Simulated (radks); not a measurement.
Spherical quantum dot in the effective-mass picture: electrons in a parabolic well V = omega^2 r^2 / 2 with omega = 0.63, with a point charge +2 (a donor) at the centre, all in effective atomic units (hartree* = m*/eps^2 hartree, bohr* = eps/m* bohr), one dielectric constant everywhere. Calculated with a radial shooting solver with Libxc functionals: non-relativistic Kohn-Sham, PBE, spin-polarised, spherical densities. Levels are named by radial order and angular momentum (1s, 1p, 1d, 2s, ...), and open shells are averaged over m. Results are scaled to m* = 0.185 and eps = 17.8, for which hartree* = 15.89 meV and bohr* = 5.092 nm.

N = 16, configuration 1s2 1p6 1d(up 5, down 1) 2s2. This is the lowest configuration that the search found. Occupied and some empty levels:

level,occupation,eigenvalue (meV),<r> (nm)
1s up,1,85.445,5.189
1s down,1,85.508,5.067
1p up,3,97.833,12.66
2s up,1,98.438,12.85
1p down,3,98.622,12.49
2s down,1,99.252,12.86
1d up,5,103.67,14.78
1d down,1,104.60,14.75
1f up,0,109.85,16.27
1f down,0,110.81,16.31
2p up,0,110.82,13.96
2p down,0,111.38,14.05
1g up,0,116.52,17.52
1g down,0,117.44,17.60

Energy (meV): total 870.163, kinetic 179.58, external 48.531, Hartree 740.05, exchange-correlation -98.002.
